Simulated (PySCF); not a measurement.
Frontier orbitals and the lowest excitations

Compound: GaCl3.
Cartesian coordinates in Å at the PBE0-D3(BJ)/def2-SVP level; atoms count from 1:
```
atom  x, y, z in Å
Ga1   -0.003   -0.001    0.002
Cl2    2.118   -0.032    0.014
Cl3   -1.026    1.858   -0.025
Cl4   -1.088   -1.825    0.008
```

Level of theory: PySCF 2.14.0, density-fitted response routines, TDDFT PBE0/def2-SVPD, vertical, gas phase, core orbitals frozen in the response. The PBE0/def2-SVPD calculation is non-relativistic and has no spin–orbit coupling, an omission that weighs most on gallium.

Kohn–Sham orbitals with the atoms that hold most of them (Löwdin shares over 4%, at most four atoms; ? is withheld):

```csv
orbital,ε (eV),atoms
LUMO+2,0.37,"Ga1 60%, Cl4 13%, Cl3 13%, Cl2 13%"
LUMO+1,-1.69,"Ga1 51%, Cl4 16%, Cl3 16%, Cl2 16%"
LUMO,?,?
HOMO,-9.58,?
HOMO-1,-9.90,"Cl2 60%, Cl3 25%, Ga1 8%, Cl4 7%"
HOMO-2,-9.91,"Cl4 54%, Cl3 36%, Ga1 8%"
HOMO-3,-9.94,"Cl4 44%, Cl3 36%, Ga1 10%, Cl2 10%"
```

Which atoms hold the LUMO, and with what shares?

Ga1 (bonded to 3 Cl) 40%; Cl4 (bonded to Ga) 20%; Cl3 (bonded to Ga) 20%; Cl2 (bonded to Ga) 20%. By element: chlorine 60%, gallium 40%.

Which atoms hold the HOMO, and with what shares?

Cl2 (bonded to Ga) 35%; Cl3 (bonded to Ga) 33%; Cl4 (bonded to Ga) 32%.

What is the LUMO energy, and the HOMO–LUMO gap?

ε(LUMO) = -2.32 eV; the gap is 7.26 eV (0.2669 hartree).

How does S1 compare with the orbital gap of 7.26 eV?

S1 is at 5.85 eV (f = 0.0000), 1.41 eV below the gap, made of HOMO→LUMO (99%). Without the coupling terms of the response equations the lowest excitation would equal the gap.

Give energy, strength and leading configuration of S1 and S6, and follow the Löwdin shares of the leading atoms from the occupied to the empty orbital.

- S1 (5.85 eV, f 0.0000), HOMO→LUMO (99%): Cl2 35% → 20%, Cl3 33% → 20%, Ga1 at most 1% → 40%, Cl4 32% → 20%
- S6 (6.45 eV, f 0.0000), HOMO→LUMO+1 (100%): Cl2 35% → 16%, Cl3 33% → 16%, Ga1 at most 1% → 51%, Cl4 32% → 16%

Orbitals of the list HOMO-3 to LUMO+2 that lie within 0.01 eV of each other are written together with a slash and their weights summed (≥ marks a lower bound); for degenerate orbitals outside that list single weights are arbitrary.

Löwdin shares depend on the basis, the more so with diffuse functions.
